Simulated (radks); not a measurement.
Be+, 3 electrons, occupied as [He] 2s1 (the NIST ground configuration).

All-electron calculation, non-relativistic Kohn-Sham, LDA (Slater exchange, Perdew-Wang correlation), spin-unpolarised, spherical densities, point nucleus; without spin polarisation the odd electron is poorly described. Program: a radial shooting solver on a logarithmic mesh with Libxc functionals.

Energy parts (eV):
| part | energy |
|---|---|
| total | -383.597 |
| kinetic | 380.385 |
| electron-nucleus | -858.455 |
| Hartree | 156.883 |
| exchange-correlation | -62.410 |

Orbitals (lengths in bohr, moments of r in powers of bohr):
orbital,occ.,eigenvalue (eV),<r>,<r^2>
1s,2,-116.4045,0.4238,0.2448
2s,1,-13.6382,2.299,6.229
2p,0,-9.8182,2.386,6.954
3s,0,-3.5910,6.246,44.74

The highest occupied level is 2s at -13.638 eV. Virial ratio -V/T = 2.00844. The electron density at the nucleus is 34.51 e/bohr^3. For comparison, the ionisation energy in NIST's Atomic Spectra Database is 18.211 eV (measured). In exact Kohn-Sham theory the highest level is minus the ionisation energy, but local and semilocal functionals leave it too shallow, through self-interaction and a potential that decays too fast; potentials with the right tail come closer. The density falls to 0.001 e/bohr^3 at r = 3.47 bohr. Summed over all electrons, <r^2> = 6.719 bohr^2, which gives a Langevin (diamagnetic) susceptibility term of -5.32 x 10^-6 cm^3/mol.

Run on one thread of a shared host, so times are rough (Intel(R) Xeon(R) Platinum 8375C CPU @ 2.90GHz): 0.03 s of CPU time, 0.03 s wall, 13 iterations on 2476 mesh points.
